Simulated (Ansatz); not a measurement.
Molecule: sum formula HSO3, net charge -1, singlet state. It need not be the lowest isomer of its formula. 
Coordinates optimised at B3LYP-D3(BJ)/def2-TZVP (Ansatz, a quantum-chemistry and plane-wave program):
SMILES: O=[SH]([O-])=O
```xyz
5

S     -0.0978    -0.0981     0.0970
O      0.6836     0.6727     1.0616
O      0.6791    -1.0538    -0.6894
O     -1.0557     0.6889    -0.6765
H     -0.8906    -0.8931     0.8828
```
Charge -1, spin multiplicity 1.

Basis-set convergence of Hartree-Fock and CCSD(T) correlation energies (hartree) with Ansatz. Correlated levels leave the core frozen unless marked. No spin-orbit coupling. No relativistic terms. This anion needs diffuse functions, which these sets lack.

```csv
basis,functions,E(HF),"E(corr, CCSD(T))"
cc-pV(D+d)Z,70,-622.69737,-0.72549
cc-pV(T+d)Z,143,(withheld),(withheld)
```

Problem. Complete the blanks.

Solution. 
- cc-pV(T+d)Z, E(HF): -622.83563
- cc-pV(T+d)Z, E(corr, CCSD(T)): -0.94565
